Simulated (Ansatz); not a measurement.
A series at Sn: from `N#[C][Sn]([F])([F])[F]`, ligands are replaced one by one, each step taking up H₂ and setting free H–F; n counts the steps. Ansatz, PBE0-D4/def2-TZVP geometries.

CBS adds triple-zeta CCSD(T) − MP2 to the MP2 limit, frozen cores; atoms without spin–orbit coupling. Elements past krypton have def2 core potentials. Outer-core shells of Sn are correlated without core-valence functions. Spin–orbit coupling is left out.

```
n                  molecule  atomization energy, CCSD(T)/CBS (kJ/mol)
0  `N#[C][Sn]([F])([F])[F]`                                    2428.0
1      `N#[C][SnH]([F])[F]`                                    2283.3
2          `N#[C][SnH2][F]`                                    2121.5
3             `N#[C][SnH3]`                                         ?
```

**Question.** By hand: fit a straight line y = ȳ + b (n − n̄) to the 3 given rows and predict n = 3.

**Answer.** n̄ = 1.000, ȳ = 2277.60; Σ(n − n̄)(y − ȳ) = -306.50, Σ(n − n̄)² = 2.000, so b = -153.25 kJ/mol a step. Prediction: 2277.60 + (-153.25) × (2.000) = 1971.1 kJ/mol.

**Question.** By hand: compare with the computed value, 1960.3 kJ/mol, and give the steps along the whole series.

**Answer.** The line misses by -10.8 kJ/mol (computed minus predicted). Steps: -144.7, -161.8, -161.2 kJ/mol.

The steps differ by up to 17.1 kJ/mol, small against a whole step but well beyond the method's doubt, so the ligands' effects don't simply add. The miss is 2.3 % of the series' range. The energies themselves are unsure by some kJ/mol a bond, though much of that is common to the series.
